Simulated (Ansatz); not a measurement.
Ideal-gas functions of `[NH2][Al][Br]` radical at 800 K and 1 bar, from an Ansatz frequency run at PBE0-D4/def2-TZVP.

Molar mass 122.91 g/mol, point group Cs (symmetry number 1), electronic degeneracy 2, moments of inertia 19.503, 213.97, 233.473 u Å². Harmonic wavenumbers (cm⁻¹, unscaled): 154, 329, 376, 381, 649, 818, 1549, 3592, 3693.

Use S(trans) = R[1.5 ln M + 2.5 ln T − 1.1517]; rotational temperatures θ = 24.2544 K / I; S(rot) = R[ln(√π/σ · √(T³/θAθBθC)) + 1.5]; for each mode x = 1.438777 ν̃/T, S = R[x/(eˣ − 1) − ln(1 − e⁻ˣ)] and H = RT x/(eˣ − 1); 1 cm⁻¹ = 0.0119627 kJ/mol; R = 8.31446 J/(mol·K).

Problem. By hand: the entropy, in J/(mol·K).

Solution. Translation 189.4. Rotation: θ = 1.2436, 0.1134, 0.1039 K, giving 118.2. Vibration, mode by mode: 19.02, 12.80, 11.72, 11.62, 7.49, 5.82, 2.05, 0.10, 0.08, in all 70.7. Electronic 5.8. Sum 384.1 J/(mol·K).

Problem. By hand: H − E and G − E in kJ/mol, counted from the electronic energy.

Solution. Zero-point energy ½ × 11541 × 0.0119627 = 69.0; thermal vibration 27.7; translation, rotation and pV give 4 RT = 26.6. H − E = 123.3 kJ/mol, and G − E = 123.3 − 800 × 384.1/1000 = -184.0 kJ/mol.

Vibration gives 18 % of the entropy. The sum counts one conformer and one mirror image; others add a mixing term.
